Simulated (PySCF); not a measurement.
C7H11 (charge +1).
SMILES: `CCC1=C[CH+]CC1`

Vertical excitations from PySCF (density fitting, frozen core in the response, grid level 2 and gas phase unless stated; continuum runs use non-equilibrium linear response for the excitations) on a GFN2-xTB geometry. Reference run:

```
                              settings    S1, eV (f)    S2, eV (f)    S3, eV (f)    S4, eV (f)    S5, eV (f)    S6, eV (f)  T1, eV (Tamm–Dancoff)  mean α (au)
PBE0/def2-SVPD, full TDDFT, 6 singlets  4.98 (0.304)  5.16 (0.000)  5.42 (0.000)  5.86 (0.023)  5.93 (0.000)  6.35 (0.001)                   3.17         76.6
```

Question: What do these settings give: (1) BP86/IGLO-II, TDA, 6 singlets; (2) X3LYP/def2-SVPD, TDA, 3 singlets; (3) wB97X/6-31G-J, grid level 1, full TDDFT, 25 singlets; (4) PBE0/def2-SVPD, IEF-PCM water, grid level 3, TDA, 12 singlets?

Answer: 
```json
{"settings": "BP86/IGLO-II, TDA, 6 singlets", "S1, eV (f)": "4.28 (0.000)", "S2, eV (f)": "4.43 (0.167)", "S3, eV (f)": "4.63 (0.000)", "S4, eV (f)": "5.39 (0.000)", "S5, eV (f)": "5.64 (0.317)", "S6, eV (f)": "5.84 (0.001)", "T1, eV (Tamm–Dancoff)": "3.14", "mean α (au)": "77.3"}
{"settings": "X3LYP/def2-SVPD, TDA, 3 singlets", "S1, eV (f)": "5.11 (0.000)", "S2, eV (f)": "5.17 (0.355)", "S3, eV (f)": "5.36 (0.000)", "S4, eV (f)": "–", "S5, eV (f)": "–", "S6, eV (f)": "–", "T1, eV (Tamm–Dancoff)": "–", "mean α (au)": "77.1"}
{"settings": "wB97X/6-31G-J, grid level 1, full TDDFT, 25 singlets", "S1, eV (f)": "5.22 (0.361)", "S2, eV (f)": "5.74 (0.000)", "S3, eV (f)": "6.15 (0.001)", "S4, eV (f)": "6.36 (0.000)", "S5, eV (f)": "6.73 (0.001)", "S6, eV (f)": "6.87 (0.035)", "T1, eV (Tamm–Dancoff)": "3.22", "mean α (au)": "68.1"}
{"settings": "PBE0/def2-SVPD, IEF-PCM water, grid level 3, TDA, 12 singlets", "S1, eV (f)": "5.24 (0.513)", "S2, eV (f)": "5.36 (0.000)", "S3, eV (f)": "5.72 (0.000)", "S4, eV (f)": "5.95 (0.000)", "S5, eV (f)": "6.23 (0.041)", "S6, eV (f)": "6.37 (0.002)", "T1, eV (Tamm–Dancoff)": "3.19", "mean α (au)": "106.3"}
```

(1) S1 moves by -0.70 eV; functional, basis and response scheme change together, so the shift can't be laid on one. (2) S1 moves by +0.13 eV; functional and response scheme change together, so the shift can't be laid on one. (3) S1 moves by +0.24 eV; functional and basis change together, so the shift can't be laid on one. (4) S1 moves by +0.26 eV; environment and response scheme change together, so the shift can't be laid on one. States are counted by energy in each run and needn't keep their character from row to row.

Question: Which orbital pairs make up S1 in each run, and how does it sit against the orbital gap?

Answer: 
```json
{"settings": "PBE0/def2-SVPD, full TDDFT, 6 singlets", "S1 configurations (weight)": "H→L 0.95", "S1 (eV)": "4.98", "orbital gap (eV)": "5.55", "S1 − gap (eV)": "-0.57"}
{"settings": "BP86/IGLO-II, TDA, 6 singlets", "S1 configurations (weight)": "H−1→L 0.99", "S1 (eV)": "4.28", "orbital gap (eV)": "3.57", "S1 − gap (eV)": "+0.71"}
{"settings": "X3LYP/def2-SVPD, TDA, 3 singlets", "S1 configurations (weight)": "H−1→L 0.91", "S1 (eV)": "5.11", "orbital gap (eV)": "5.30", "S1 − gap (eV)": "-0.19"}
{"settings": "wB97X/6-31G-J, grid level 1, full TDDFT, 25 singlets", "S1 configurations (weight)": "H→L 0.96", "S1 (eV)": "5.22", "orbital gap (eV)": "9.89", "S1 − gap (eV)": "-4.67"}
{"settings": "PBE0/def2-SVPD, IEF-PCM water, grid level 3, TDA, 12 singlets", "S1 configurations (weight)": "H→L 0.90", "S1 (eV)": "5.24", "orbital gap (eV)": "5.62", "S1 − gap (eV)": "-0.38"}
```

The structure is a single GFN2-xTB conformer; no vibrational corrections.

Shape of the structure used: `[CH3:1][CH2:2][C:3]1=[CH:4][CH+:5][CH2:6][CH2:7]1`: C1–C2–C3–C4 180°.
